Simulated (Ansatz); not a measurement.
Ansatz (a program for electronic structure) input (CCSD(T)/def2-SVPD):

Ansatz 0.2 input:
```yaml
crystal:
  periodic: [false, false, false]
  atoms:
    - {symbol: Ca, position_ang: [0.76441664, 0.31906008, 0.20734206]}
    - {symbol: F, position_ang: [-0.98334068, 0.39388970, -0.88804472]}
    - {symbol: F, position_ang: [-0.71536298, -1.10291211, 0.42728458]}
basis:
  gaussian:
    orbitals: def2-SVPD
total_charge: 1
magnetization: {spin_polarized: true, initial_magnetization: 1}
correlation: {method: ccsd_t, electrons: outside_noble_gas}
```

Output:

```
Functional definition: HF
integrals: 0.09 GiB planned
751 factors; integrals over basis functions are off by at most 4.2e-4 eV
mean field: 0.20 GiB planned
mean field evaluation 1: about -23808.5935 eV, gradient 4.2e1 eV
mean field evaluation 2: about -23808.6008 eV, gradient 4.2e1 eV
mean field evaluation 4: about -23814.7162 eV, gradient 1.9e0 eV
mean field evaluation 8: about -23814.7473 eV, gradient 9.3e-4 eV
mean field evaluation 16: about -23814.7473 eV, gradient 2.8e-3 eV
mean field evaluation 32: about -23814.8201 eV, gradient 2.4e-5 eV
mean field evaluation 64: about -23814.0548 eV, gradient 7.1e0 eV
mean field evaluation 96: about -23814.2536 eV, gradient 2.7e0 eV
mean field evaluation 128: about -23813.7601 eV, gradient 4.8e-1 eV
mean field evaluation 160: about -23813.3234 eV, gradient 5.7e-2 eV
mean field evaluation 192: about -23810.6854 eV, gradient 6.1e0 eV
mean field evaluation 224: about -23809.1810 eV, gradient 3.8e-2 eV
mean field evaluation 256: about -23811.6510 eV, gradient 1.7e-2 eV
mean field evaluation 288: about -23808.9629 eV, gradient 4.8e0 eV
mean field evaluation 320: about -23807.0845 eV, gradient 2.1e-1 eV
mean field evaluation 352: about -23813.0882 eV, gradient 1.2e-3 eV
mean field evaluation 384: about -23814.6583 eV, gradient 3.1e0 eV
mean field evaluation 416: about -23813.3229 eV, gradient 4.1e-3 eV
mean field evaluation 448: about -23814.5202 eV, gradient 1.4e0 eV
mean field evaluation 480: about -23807.8079 eV, gradient 1.9e1 eV
mean field evaluation 512: about -23809.0486 eV, gradient 4.7e0 eV
mean field evaluation 544: about -23811.5180 eV, gradient 2.1e-1 eV
mean field evaluation 576: about -23812.2200 eV, gradient 3.0e-1 eV
mean field evaluation 608: about -23808.8823 eV, gradient 4.3e0 eV
mean field -23814.82010046 eV, -875.1784964269 hartree, gradient 2.0e-6 eV, S^2 0.769295; 17 other end points of the search recorded, 0 dependent functions left out
determinant -23814.82010046 eV, -875.1784964269 hartree, with singles and doubles -23825.89133390 eV, -875.5853567515 hartree
determinant -23814.74725339 eV, -875.1758193466 hartree, with singles and doubles -23825.99975212 eV, -875.5893410476 hartree
determinant -23813.76320183 eV, -875.1396561187 hartree, with singles and doubles -23824.20410142 eV, -875.5233521017 hartree
determinant -23813.32290634 eV, -875.1234755578 hartree, with singles and doubles -23823.67643301 eV, -875.5039606451 hartree
determinant -23813.08821237 eV, -875.1148507137 hartree, with singles and doubles -23824.40976004 eV, -875.5309099167 hartree
determinant -23812.21842698 eV, -875.0828866902 hartree, with singles and doubles -23823.68726352 eV, -875.5043586591 hartree
determinant -23811.65098475 eV, -875.0620335730 hartree, with singles and doubles -23823.20834995 eV, -875.4867589101 hartree
determinant -23811.51865865 eV, -875.0571706784 hartree, with singles and doubles -23823.18284449 eV, -875.4858216018 hartree
determinant -23814.82010046 eV, -875.1784964269 hartree, with singles and doubles -23825.95205562 eV, -875.5875882337 hartree
determinant -23814.74725339 eV, -875.1758193466 hartree, with singles and doubles -23826.02333485 eV, -875.5902076969 hartree
determinant -23814.82010046 eV, -875.1784964269 hartree, with singles and doubles -23825.98559814 eV, -875.5888208985 hartree
determinant -23814.74725339 eV, -875.1758193466 hartree, with singles and doubles -23826.02487087 eV, -875.5902641447 hartree
11 core orbitals not correlated, not the lowest: weight in the atoms' cores, before any rotation towards them, 0.668 or more for the frozen orbitals, at most 0.330 for the correlated occupied ones
reference -23814.74725339 eV, -875.1758193466 hartree; 8, 7 occupied and 54, 55 virtual orbitals, 751 factors
second order -11.00372359 eV of doubles, -0.00000000 eV of singles
coupled cluster: 0.27 GiB planned
coupled cluster: 0.31 GiB planned
cycle   1  -10.84815678 eV  change   -5.5e-1 eV  update   7.7e-2
cycle   2  -11.19031189 eV  change   -3.4e-1 eV  update   3.1e-2
cycle   3  -11.28651915 eV  change   -9.6e-2 eV  update   1.6e-2
cycle   4  -11.27661547 eV  change    9.9e-3 eV  update   4.3e-3
cycle   5  -11.27608140 eV  change    5.3e-4 eV  update   1.6e-3
cycle   6  -11.27743044 eV  change   -1.3e-3 eV  update   6.5e-4
cycle   7  -11.27754850 eV  change   -1.2e-4 eV  update   3.1e-4
cycle   8  -11.27760895 eV  change   -6.0e-5 eV  update   2.0e-4
cycle   9  -11.27763415 eV  change   -2.5e-5 eV  update   1.5e-4
cycle  10  -11.27761056 eV  change    2.4e-5 eV  update   1.1e-4
cycle  11  -11.27764319 eV  change   -3.3e-5 eV  update   6.2e-5
cycle  12  -11.27763224 eV  change    1.1e-5 eV  update   2.5e-5
cycle  13  -11.27762943 eV  change    2.8e-6 eV  update   9.8e-6
cycle  14  -11.27761747 eV  change    1.2e-5 eV  update   4.2e-6
cycle  15  -11.27761661 eV  change    8.6e-7 eV  update   1.6e-6
perturbative correction -0.25598627 eV, -0.0094073219 hartree
WARN: these amplitudes may be one of several solutions (largest doubles amplitude 0.04, level shift 3.85 eV)
Total energy: -23826.28085627 eV, -875.5996714347 hartree
```

The program attaches cautions to this result: other roots.
